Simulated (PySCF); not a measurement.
C2H5BBrF, SMILES CCB(F)Br. Heavy atoms are numbered as in [B:1]([F:2])([Br:3])[CH2:4][CH3:5]. Hydrogens are named by the atom that carries them.

The structure is a stationary point at PBE-D3(BJ)/def2-SVP. The structure was generated by enumeration, and PubChem lists no compound with its InChIKey, so it may never have been made. One conformer was computed; it need not be the lowest.

Computed with PBE/pcSseg-1 run with PySCF.

GIAO shieldings, no solvent; atoms alike by connectivity are averaged. δ = σ(ref) − σ: ¹¹B against BF3 (σ = 83.9 ppm); ¹⁹F against CFCl3 (σ = 133.6 ppm); ¹³C against TMS (σ = 182.0 ppm); ¹H against TMS (σ = 31.49 ppm), references at their B3LYP-D3(BJ)/def2-TZVP geometries, non-relativistic (without spin–orbit terms, shifts of atoms bonded to Cl or Br come out too high).

| atoms | nucleus | count | δ (ppm) |
|---|---|---|---|
| B1 | ¹¹B | 1 | 42.7 |
| F2 | ¹⁹F | 1 | ___ |
| C4 (CH2) | ¹³C | 1 | ___ |
| C5 (CH3) | ¹³C | 1 | ___ |
| H on C4 | ¹H | 2 | 2.10 |
| H on C5 | ¹H | 3 | 1.51 |

### Question
What belongs in the gaps? (An estimate is asked for; the answer gives what the named calculation found.)

### Answer

- F2, δ (ppm): -7.3
- C4 (CH2), δ (ppm): 26.1
- C5 (CH3), δ (ppm): 12.4
